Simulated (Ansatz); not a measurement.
Energy profile

The step: TiAlH₃F₄ ([F][Ti]1([F])([F])[H][AlH2][F]1) → TiAlH₃F₄ ([F][Ti]12([F])([F])[H][AlH]([H]1)[F]2); bonds formed: H2–Ti5; bonds weakened to dative contacts: Ti5–F6 (atoms numbered as in the saddle structure below).

Al1  (-0.819, -0.879, -1.008)
H2  (0.699, -0.696, -1.507)
H3  (-2.076, -1.533, -1.674)
H4  (-0.928, 0.732, -0.450)
Ti5  (0.552, 0.605, 0.736)
F6  (-0.420, -1.208, 0.694)
F7  (1.103, 2.039, -0.080)
F8  (-0.154, 1.172, 2.211)
F9  (2.043, -0.232, 1.078)
(Å)

Electronic energies by CCSD(T) at an estimated basis limit (MP2 extrapolated from triple and quadruple zeta, plus CCSD(T) − MP2 in triple zeta), on PBE0-D4/def2-TZVP structures; TiAlH₃F₄, closed shell; no counterpoise correction. Computed with Ansatz 0.2.0 (basis: def2-TZVPP and def2-QZVPP); correlated methods freeze the cores. Extrapolation: Hartree–Fock as exp(−7.88 √X), correlation as X^−2.97.

(1) Give the profile in kcal/mol, counted from the separated reactants. (Judge from chemistry; the value comes from the calculation.)

No T1 diagnostic of these runs exceeds 0.025.

Answers

(1) The calculation gives:
```csv
point,kcal/mol
"separated: AlH₃ (Al1, H2, H3, H4; singlet) + TiF₄ (linked as [F][Ti]([F])([F])[F]; Ti5, F6, F7, F8, F9; singlet)",0.00
start structure,-26.38
saddle,-20.62
end structure,-22.67
"separated: AlH₂F (linked as [F][AlH2]; Al1, H3, H4, F6; singlet) + TiHF₃ (linked as [F][TiH]([F])[F]; H2, Ti5, F7, F8, F9; singlet)",-0.06
```
The saddle lies below the separated reactants: the barrier is submerged.

Ligand swaps between two centres remove the fluorinated layer in thermal atomic layer etching, and scramble precursors in the gas phase.

For scale, one of the runs: CCSD(T)/def2-TZVPP, 272 basis functions, launched by `ansatz run in.yaml --threads 8 --pin off --events-out ev --progress --plain --max-ram 19148MiB`. Hardware: 8 CPU threads of an Intel Xeon, shared host. Wall time 5.5 min; peak host memory 8.1 GiB.
